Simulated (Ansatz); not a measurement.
System: V, charge 2, quartet.

Total energies in cc-pwCVQZ-DK, 11 correlated electrons, 5 frozen orbitals. Radicals and triplets start from unrestricted determinants; spin-orbit coupling is neglected. The -DK rows use spin-free X2C, correlate 3s3p of the metal (1s2s2p frozen) and give its partners the cc-pVXZ-DK valence sets. Open-shell metal atoms are single determinants, not pure terms.

```csv
method,program,energy (Eh),minus CCSDT(Q) (mEh)
HF,Ansatz,-947.43629,407.55
MP2,Ansatz,-947.82019,23.65
CCSD,Ansatz,-947.83471,9.13
CCSD(T),Ansatz,-947.84348,0.35
CCSDT(Q),Ansatz,-947.84383,0.00
```

Ansatz is an electronic-structure program.
